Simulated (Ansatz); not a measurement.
Two isomers of C2H5FO2Si: A = `CO[Si]1(F)CO1`, B = `O[Si@@H](F)[C@@H]1CO1`.

Computed with Ansatz on PBE0-D4/def2-TZVP structures; ΔE is electronic, products minus reactants. CBS: MP2 limit from def2 TZ/QZ plus the TZ coupled-cluster correction, frozen cores. DFT in def2-TZVPP. B3LYP here is the variant with VWN-RPA as its local correlation; programs differ in this. One conformer a species, not always the lowest.

**Question.** Which is lower in electronic energy at CCSD(T)/CBS, and by how much? (Best estimate.)

**Answer.** The calculation gave: A, by 8.0 kcal/mol.

**Question.** Give E(B) − E(A) in kcal/mol with ωB97M-V, PBE0-D4, PBE-D4, B3LYP, HF/def2-TZVPP, CCSD/def2-TZVPP, CCSD(T)/def2-TZVPP. (An estimate is asked.)

**Answer.** Ansatz gave: ωB97M-V 7.9, PBE0-D4 6.6, PBE-D4 6.4, B3LYP 9.5, HF/def2-TZVPP 9.7, CCSD/def2-TZVPP 8.1, CCSD(T)/def2-TZVPP 7.7. None reverses the order clearly.

Largest T1 diagnostic: 0.012.

In def2-TZVPP, CCSD(T) changes the Hartree–Fock value by −2.0 kcal/mol (the triples alone add −0.4 kcal/mol) and MP2 by −2.6 kcal/mol.
